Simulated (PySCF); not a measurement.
Ligand exchange on a metal centre used in film growth or etching (Sc Cl-NH2). All species are isolated molecules in the gas phase. One relaxed conformer stands for each flexible species; it need not be the lowest.

The charge on the central atom (meta-Löwdin) from two functionals at the same geometries (BP86-D3(BJ)/def2-SVP), both in PySCF: PBE-D3(BJ)/def2-TZVP and TPSSh-D3(BJ)/def2-TZVP. 

| species | TPSSh-D3(BJ)/def2-TZVP (e) |
|---|---|
| 0 of 3 Cl replaced by NH2 | 1.24 |
| 1 of 3 Cl replaced by NH2 ([Sc(Cl)2(NH2)]) | 1.23 |
| 2 of 3 Cl replaced by NH2 ([Sc(Cl)(NH2)2]) | 1.21 |
| 3 of 3 Cl replaced by NH2 ([Sc(NH2)3]) | 1.19 |

### Question
What does PBE-D3(BJ)/def2-TZVP give for each?

### Answer

- 0 of 3 Cl replaced by NH2: 1.15
- 1 of 3 Cl replaced by NH2 ([Sc(Cl)2(NH2)]): 1.14
- 2 of 3 Cl replaced by NH2 ([Sc(Cl)(NH2)2]): 1.12
- 3 of 3 Cl replaced by NH2 ([Sc(NH2)3]): 1.10
Over these rows, drawn at random from the members with no instability flagged (it was tested for open shells, ions and some series alone), PBE minus TPSSh-D3(BJ): mean -0.09 e, from -0.09 e to -0.09 e.
